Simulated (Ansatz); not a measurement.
**Relative stability**

The two ends of one reaction step of SiHBrF2, closed shell (PBE0-D4/def2-TZVP).

A:

Si1  (-0.124, 0.020, -0.023)
Br2  (2.008, -0.372, -0.278)
H3  (-0.824, 0.054, -1.311)
F4  (-0.311, 1.400, 0.719)
F5  (-0.750, -1.102, 0.892)
(Å)

B:

```xyz
5
angstrom
Si -1.2207 0.2488 0.4547
Br 1.6368 -0.3614 -0.9424
H 1.0501 -0.3342 -2.2376
F -0.5161 1.4333 1.2799
F -0.9500 -0.9863 1.4454
```

Computed with Ansatz 0.2.0 (basis: def2-TZVPP); correlated methods freeze the cores. Filled d shells of the heavier atoms are correlated. The def2 sets are not built for correlating such inner shells, so the correlated values are less sure here. B3LYP uses VWN-RPA correlation.

Task: Which structure is lower at CCSD(T), and by how much? (Judge from chemistry; the value comes from the calculation.)

Result: By the calculation: A, by 2.350 eV (electronic energy, against the other). By their contacts, A is SiHBrF₂ ([F][SiH]([F])[Br]) and B is a complex of SiF₂ + HBr.

All methods give the same order:

```
      method  E(B) − E(A) (eV)
       SPW92             2.321
      PBE-D4             2.192
     BLYP-D4             2.041
   r2SCAN-D4             2.527
      B97M-V             2.371
     PBE0-D4             2.408
    B3LYP-D4             2.236
  r2SCAN0-D4             2.611
    BHLYP-D4             2.463
CAM-B3LYP-D4             2.316
     wB97X-V             2.425
     wB97M-V             2.246
      B2PLYP             2.341
    PBE-QIDH             2.585
  RPA on PBE             2.196
          HF             2.587
         MP2             2.522
        CCSD             2.370
     CCSD(T)             2.350
```

No T1 diagnostic of these runs exceeds 0.012.

Labels in which every atom is bracketed show which atoms are joined, not bond orders.

For scale, one of the runs: CCSD(T)/def2-TZVPP, 166 basis functions, launched by `ansatz run in.yaml --threads 4 --pin off --events-out ev --progress --plain --max-ram 9574MiB`. Hardware: 4 CPU threads of an Arm Neoverse V1, shared host. Wall time 35 s; peak host memory 1.4 GiB.
